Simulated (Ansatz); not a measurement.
`CO[Si](C)(N)O` and `CO[Si](C)(N)Br` differ in one atom or group.

Ansatz, PBE0-D4/def2-TZVP geometries, multiplicity 1. Each molecule was computed in one conformer, which needn't be the lowest.

Scalar relativity is left out up to krypton.

| property | `CO[Si](C)(N)O` |
| --- | --- |
| HOMO energy (PBE0/def2-TZVPP) / eV | -7.52 |
| size of the dipole moment (ωB97M-V/def2-TZVPP) / D | 1.20 |
| LUMO energy (ωB97M-V/def2-TZVPP) / eV | 2.21 |
| LUMO energy (PBE/def2-TZVPP) / eV | 0.01 |
| HOMO–LUMO gap (PBE/def2-TZVPP) / eV | 6.04 |
| HOMO energy (B3LYP/def2-TZVPP) / eV | -7.27 |

(1) What does the change do to each property? (Estimate.)

## Answers

(1) Computed: 
```tsv
property	`CO[Si](C)(N)Br`	shift
HOMO energy (PBE0/def2-TZVPP) / eV	-7.68	-0.16
size of the dipole moment (ωB97M-V/def2-TZVPP) / D	2.40	1.20
LUMO energy (ωB97M-V/def2-TZVPP) / eV	2.15	-0.06
LUMO energy (PBE/def2-TZVPP) / eV	-0.06	-0.07
HOMO–LUMO gap (PBE/def2-TZVPP) / eV	6.17	0.13
HOMO energy (B3LYP/def2-TZVPP) / eV	-7.43	-0.16
```

With PBE0 the HOMO falls by 0.16 eV and the LUMO falls by 0.06 eV, so the gap widens by about 0.10 eV. PBE moves the HOMO by -0.19 eV and ωB97M-V by -0.10 eV. Dipoles are sizes alone; their direction can turn.

B3LYP here is the variant with VWN-RPA as its local correlation; programs differ in this.

Spin–orbit coupling is left out; it splits and shifts lone-pair levels of the heavy atoms by tenths of an eV.
